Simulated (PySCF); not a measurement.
PySCF input (M06-L/def2-TZVPD):

```python
from pyscf import gto, scf, dft

mol = gto.M(
    atom='''
    C    -0.09466681   -0.02898391   -0.78450900
    O    -0.03409954   -0.01084220    0.48128162
    H     0.84079711    0.26064102    0.85680100
    ''',
    basis='def2-tzvpd',
    charge=0,
    spin=1,
    verbose=4,
)

mf = dft.UKS(mol, xc='m06l').density_fit(auxbasis='def2-universal-jkfit')
mf.grids.level = 4
mf.conv_tol = 1e-9
mf.max_cycle = 100
mf.max_memory = 1500
mf.kernel()
if not mf.converged:
    mf = mf.newton()
    mf.kernel(mf.make_rdm1())
for _ in range(2):
    mo, _, stable, _ = mf.stability(return_status=True)
    if stable:
        break
    mf.kernel(mf.make_rdm1(mo, mf.mo_occ))
mf.analyze()
```

Output:

```
PySCF version 2.14.0

[INPUT] verbose = 4
[INPUT] num. atoms = 3
[INPUT] num. electrons = 15
[INPUT] charge = 0
[INPUT] spin (= nelec alpha-beta = 2S) = 1
[INPUT] symmetry False subgroup None
[INPUT] Mole.unit = angstrom
[INPUT] Symbol           X                Y                Z      unit          X                Y                Z       unit  Magmom
[INPUT]  1 C     -0.094666810000  -0.028983910000  -0.784509000000 AA   -0.178894343986  -0.054771651919  -1.482507152256 Bohr   0.0
[INPUT]  2 O     -0.034099540000  -0.010842200000   0.481281620000 AA   -0.064438791574  -0.020488788588   0.909490450587 Bohr   0.0
[INPUT]  3 H      0.840797110000   0.260641020000   0.856801000000 AA    1.588876264226   0.492540144627   1.619119233253 Bohr   0.0

nuclear repulsion = 25.9792174873328
number of shells = 32
number of NR pGTOs = 118
number of NR cGTOs = 86
basis = def2-tzvpd
ecp = {}

******** <class 'pyscf.df.df_jk.DFUKS'> ********
method = DFUKS
initial guess = minao
damping factor = 0
level_shift factor = 0
DIIS = <class 'pyscf.scf.diis.CDIIS'>
diis_start_cycle = 1
diis_space = 8
diis_damp = 0
SCF conv_tol = 1e-09
SCF conv_tol_grad = None
SCF max_cycles = 100
direct_scf = False
number electrons alpha = 8  beta = 7
XC library pyscf.dft.libxc version 7.1.2
    S. Lehtola, C. Steigemann, M. J. T. Oliveira, and M. A. L. Marques,  SoftwareX 7, 1–5 (2018)
XC functionals = m06l
    Y. Zhao and D. G. Truhlar,  J. Chem. Phys. 125, 194101 (2006)
    Y. Zhao and D. G. Truhlar,  J. Chem. Phys. 125, 194101 (2006)
    Y. Zhao and D. G. Truhlar,  Theor. Chem. Acc. 120, 215 (2008)
radial grids:
    Treutler-Ahlrichs [JCP 102, 346 (1995); DOI:10.1063/1.469408] (M4) radial grids

becke partition: Becke, JCP 88, 2547 (1988); DOI:10.1063/1.454033
pruning grids: <function nwchem_prune>
grids dens level: 4
symmetrized grids: False
atomic radii adjust function: <function treutler_atomic_radii_adjust>
small_rho_cutoff = 0
Set gradient conv threshold to 3.16228e-05
tot grids = 72576
init E= -113.972926480395
  alpha nocc = 8  HOMO = -0.129247312468109  LUMO = -0.105029177813115
  beta  nocc = 7  HOMO = -0.357874387234538  LUMO = -0.129247312468117

WARN: HOMO -0.129247312468109 >= LUMO -0.129247312468117

cycle= 1 E= -113.77148426408  delta_E= 0.201  |g|= 0.332  |ddm|= 1.03
  alpha nocc = 8  HOMO = -0.125119398188282  LUMO = -0.0340372926809223
[...]
  beta  nocc = 7  HOMO = -0.292664839330513  LUMO = -0.063355946106773
  HOMO = -0.150756350947  LUMO = -0.0633559461068  gap/eV = 2.37829
Extra cycle  E= -113.811314287864  delta_E= -1.25e-12  |g|= 8.78e-07  |ddm|= 1.21e-05
converged SCF energy = -113.811314287864  <S^2> = 0.75596305  2S+1 = 2.0059542
uhf_internal: lowest eigs of H = [0.07448584 0.2100923  0.26740337]
<class 'pyscf.df.df_jk.DFUKS'> wavefunction is stable in the internal stability analysis
**** SCF Summaries ****
Total Energy =                        -113.811314287864207
Nuclear Repulsion Energy =              25.979217487332818
One-electron Energy =                 -205.904000491481668
Two-electron Energy =                   66.113468716284643
Two-electron Coulomb Energy =           80.368108195520080
DFT Exchange-Correlation Energy =      -14.254639479235436
HOMO-LUMO gap [eV] =                     2.378286154408667
**** MO energy ****
                             alpha | beta                alpha | beta
MO #1   energy= -19.0743948693257  | -19.0738322758294  occ= 1 | 1
MO #2   energy= -10.1288495689683  | -10.1126490761924  occ= 1 | 1
MO #3   energy= -1.1119241328438   | -1.10560494381928  occ= 1 | 1
MO #4   energy= -0.654394404413129 | -0.631297520674362 occ= 1 | 1
MO #5   energy= -0.471504144013007 | -0.449989450959766 occ= 1 | 1
MO #6   energy= -0.416774837124748 | -0.413534552248997 occ= 1 | 1
MO #7   energy= -0.327918155687506 | -0.292664839330513 occ= 1 | 1
MO #8   energy= -0.150756350946889 | -0.063355946106773 occ= 1 | 0
MO #9   energy= -0.0847596539558246 | -0.0550981146506362 occ= 0 | 0
MO #10  energy= -0.0177420300888969 | -0.00100810639965587 occ= 0 | 0
MO #11  energy= 0.0479948948126471 | 0.0550500283806643 occ= 0 | 0
MO #12  energy= 0.057723436662233  | 0.0652572467396776 occ= 0 | 0
MO #13  energy= 0.0653412850919093 | 0.0763837401653053 occ= 0 | 0
MO #14  energy= 0.0940416403956945 | 0.114326659380033  occ= 0 | 0
MO #15  energy= 0.147115681902751  | 0.158563831717981  occ= 0 | 0
MO #16  energy= 0.17696197138343   | 0.182300837389516  occ= 0 | 0
MO #17  energy= 0.195439485412516  | 0.208678110391393  occ= 0 | 0
MO #18  energy= 0.209346290979141  | 0.245222713184875  occ= 0 | 0
MO #19  energy= 0.253841568751217  | 0.261283345806547  occ= 0 | 0
MO #20  energy= 0.259415739821777  | 0.265142217460831  occ= 0 | 0
MO #21  energy= 0.282187645355452  | 0.286257584605902  occ= 0 | 0
MO #22  energy= 0.285882319329369  | 0.290329414947458  occ= 0 | 0
MO #23  energy= 0.292024834518966  | 0.300169160098831  occ= 0 | 0
MO #24  energy= 0.332175784560587  | 0.349604987704158  occ= 0 | 0
MO #25  energy= 0.35415465191104   | 0.359999904657365  occ= 0 | 0
MO #26  energy= 0.358884292614888  | 0.372521599905205  occ= 0 | 0
MO #27  energy= 0.405096606697895  | 0.423895331364602  occ= 0 | 0
MO #28  energy= 0.420053868911412  | 0.431474013603548  occ= 0 | 0
MO #29  energy= 0.457833977707698  | 0.455451658018923  occ= 0 | 0
MO #30  energy= 0.469872101652766  | 0.490305940087765  occ= 0 | 0
MO #31  energy= 0.509091393314268  | 0.520045365342119  occ= 0 | 0
MO #32  energy= 0.525711300711993  | 0.53618103048429   occ= 0 | 0
MO #33  energy= 0.65521154002451   | 0.664731178779434  occ= 0 | 0
MO #34  energy= 0.675286262217707  | 0.685592839229585  occ= 0 | 0
MO #35  energy= 0.752522279755577  | 0.747351622202538  occ= 0 | 0
MO #36  energy= 0.753775542112439  | 0.756160829269774  occ= 0 | 0
MO #37  energy= 0.830773156984332  | 0.831875126106226  occ= 0 | 0
MO #38  energy= 0.87860004465604   | 0.922032534279563  occ= 0 | 0
MO #39  energy= 0.888197229283862  | 0.927091018099696  occ= 0 | 0
MO #40  energy= 0.993455612223667  | 0.998747387375154  occ= 0 | 0
MO #41  energy= 1.01247523429001   | 1.02061320164481   occ= 0 | 0
MO #42  energy= 1.02711114072673   | 1.06354329152559   occ= 0 | 0
MO #43  energy= 1.20074558087449   | 1.21043090431607   occ= 0 | 0
MO #44  energy= 1.52712270386332   | 1.53744707095357   occ= 0 | 0
MO #45  energy= 1.54074612170512   | 1.57567140288456   occ= 0 | 0
MO #46  energy= 1.55946957958765   | 1.57819039555126   occ= 0 | 0
MO #47  energy= 1.60708821699319   | 1.63280816341697   occ= 0 | 0
MO #48  energy= 1.66179415711358   | 1.71019953383345   occ= 0 | 0
MO #49  energy= 1.75053506071852   | 1.79602569851318   occ= 0 | 0
MO #50  energy= 1.84443736199785   | 1.85284830639082   occ= 0 | 0
MO #51  energy= 2.00741165337327   | 2.02419931896427   occ= 0 | 0
MO #52  energy= 2.0494598824056    | 2.06075241420646   occ= 0 | 0
MO #53  energy= 2.12129504115983   | 2.12764641201988   occ= 0 | 0
MO #54  energy= 2.34241949793904   | 2.36542943049874   occ= 0 | 0
MO #55  energy= 2.45968452848044   | 2.48102422178513   occ= 0 | 0
MO #56  energy= 2.65989568846665   | 2.68790604301153   occ= 0 | 0
MO #57  energy= 2.72114101393509   | 2.7745695050971    occ= 0 | 0
MO #58  energy= 2.77025944916574   | 2.8164137784907    occ= 0 | 0
MO #59  energy= 2.80595108464056   | 2.86484195138387   occ= 0 | 0
MO #60  energy= 2.84233277938436   | 2.89003489080979   occ= 0 | 0
MO #61  energy= 2.91312572206215   | 2.9660962942083    occ= 0 | 0
MO #62  energy= 3.02535389022621   | 3.05122552433451   occ= 0 | 0
MO #63  energy= 3.10816088661069   | 3.15538671858877   occ= 0 | 0
MO #64  energy= 3.12764393336448   | 3.20279288062342   occ= 0 | 0
MO #65  energy= 3.14524799850667   | 3.2138409929245    occ= 0 | 0
MO #66  energy= 3.23558996311907   | 3.25900304489339   occ= 0 | 0
MO #67  energy= 3.28671696087996   | 3.34161359341418   occ= 0 | 0
MO #68  energy= 3.61304303228519   | 3.61796266138174   occ= 0 | 0
MO #69  energy= 3.71304239478384   | 3.75520941949658   occ= 0 | 0
MO #70  energy= 3.84725038951945   | 3.86728442534965   occ= 0 | 0
MO #71  energy= 3.98310012883512   | 3.98047584709902   occ= 0 | 0
MO #72  energy= 4.59419110136499   | 4.60478235714859   occ= 0 | 0
MO #73  energy= 5.30272304903282   | 5.31312210718318   occ= 0 | 0
MO #74  energy= 5.39169612587727   | 5.40277605116297   occ= 0 | 0
MO #75  energy= 5.54578907543215   | 5.55388547779266   occ= 0 | 0
MO #76  energy= 6.00949436768739   | 6.01182983000111   occ= 0 | 0
MO #77  energy= 6.02876795641342   | 6.02946964318128   occ= 0 | 0
MO #78  energy= 6.11497017377264   | 6.13245321775531   occ= 0 | 0
MO #79  energy= 6.38359943826955   | 6.38616770345747   occ= 0 | 0
MO #80  energy= 6.5154270776753    | 6.52712930795223   occ= 0 | 0
MO #81  energy= 6.70490449274468   | 6.71568949878517   occ= 0 | 0
MO #82  energy= 6.82550915992505   | 6.83498593074255   occ= 0 | 0
MO #83  energy= 7.1392166879702    | 7.15090631121635   occ= 0 | 0
MO #84  energy= 7.23459863797925   | 7.23788291585313   occ= 0 | 0
MO #85  energy= 22.1640552858928   | 22.1542447177713   occ= 0 | 0
MO #86  energy= 43.9769758153812   | 43.9774883270434   occ= 0 | 0

To work with the spin densities directly, `use mulliken_meta_spin()` only printing them here.

 ** Mulliken spin pop alpha/beta on meta-lowdin orthogonal AOs **
 ** Mulliken Spin Density (per AO)  **
spin_pop of  0 C 1s       -0.00002
spin_pop of  0 C 2s        0.02443
spin_pop of  0 C 3s       -0.00223
spin_pop of  0 C 4s        0.00014
spin_pop of  0 C 5s        0.00001
spin_pop of  0 C 6s       -0.00001
spin_pop of  0 C 2px       0.78989
spin_pop of  0 C 2py       0.09854
spin_pop of  0 C 2pz       0.00582
spin_pop of  0 C 3px       0.00442
spin_pop of  0 C 3py       0.00074
spin_pop of  0 C 3pz       0.00008
spin_pop of  0 C 4px       0.00012
[...]
```

It need not be the lowest isomer of its formula.
